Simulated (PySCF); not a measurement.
Species: C₆H₁₄AlB.
Structure used (PBE0-D3(BJ)/def2-SVP), in Å, numbered top down from 1:
```
atom  x, y, z in Å
C1     2.7235    0.4538    0.6285
B2     1.4379    0.1076   -0.2324
C3     1.6174   -0.8798   -1.4617
C4     0.0773    0.6810    0.1622
C5    -1.1500    0.7780   -0.7541
C6    -2.4761    0.5613   -0.0057
C7    -2.4284   -0.7378    0.8151
Al8   -0.5701   -0.7096    1.4455
H9     3.3596   -0.4244    0.8303
H10    3.3496    1.1445    0.0333
H11    2.5125    0.9591    1.5843
H12    0.6915   -1.1794   -1.9760
H13    2.2602   -0.3866   -2.2135
H14    2.1652   -1.7927   -1.1700
H15    0.1531    1.5442    0.8583
H16   -1.1627    1.7531   -1.2704
H17   -1.0679    0.0177   -1.5509
H18   -3.3211    0.5765   -0.7161
H19   -2.6387    1.4179    0.6747
H20   -2.5568   -1.6140    0.1488
H21   -3.2277   -0.8098    1.5690
H22    0.1901   -1.4613    2.6216
```

Method: PBE0-D3(BJ)/def2-SVP geometry optimisation, gas phase (PySCF 2.14.0).

Q: Which atoms are bound to Al8, and at what distances?

A: 3 atoms: H22 1.589 Å, C7 1.963 Å, C4 2.000 Å. The nearest atom not counted as bound is H15, at 2.44 Å.

Q: List the angles at Al8.

A: 
```csv
angle,degrees,distance of the outer atoms (Å)
C7–Al8–H22,133.1,3.26
C4–Al8–H22,130.5,3.26
C4–Al8–C7,96.3,2.95
```

Q: What is the shape at Al8?

A: Planar: angles 133.1°, 130.5° and 96.3°, sum 359.9°, 0.03 Å off the plane of its three neighbours. The Al–C distances aren't all alike: 1.963 to 2.000 Å.

Q: What are the other bond lengths?

A: C1–B2, B2–C3 1.586 Å; B2–C4 1.528 Å; C4–C5 1.535 Å; C5–C6 1.538 Å; C6–C7 1.537 Å; C1–H9 and 5 like bonds 1.103 Å; C4–H15 1.112 Å; C5–H16 1.103 Å; C5–H17 1.104 Å; C6–H18 1.104 Å; C6–H19 1.106 Å; C7–H20 1.108 Å; C7–H21 1.101 Å.

Q: Give some angles away from the centre.

A: C1–B2–C3 117.7°, C1–B2–C4 120.0°, C3–B2–C4 122.3°, B2–C4–C5 125.6°, B2–C4–Al8 101.1°, C5–C4–Al8 99.7°, C4–C5–C6 113.0°, C5–C6–C7 110.6°, C6–C7–Al8 100.9°.

Q: What are the rotational constants (commonest isotopes, rigid rotor)?

A: A = 2726, B = 1107, C = 976.0 MHz: an asymmetric top.

Point group: C1 (no symmetry element, even within 0.4 Å). Charge 0, singlet. No PBE0-D3(BJ)/def2-SVP frequencies stand behind this structure, so it isn't proved a minimum.

One conformer stands for the species.
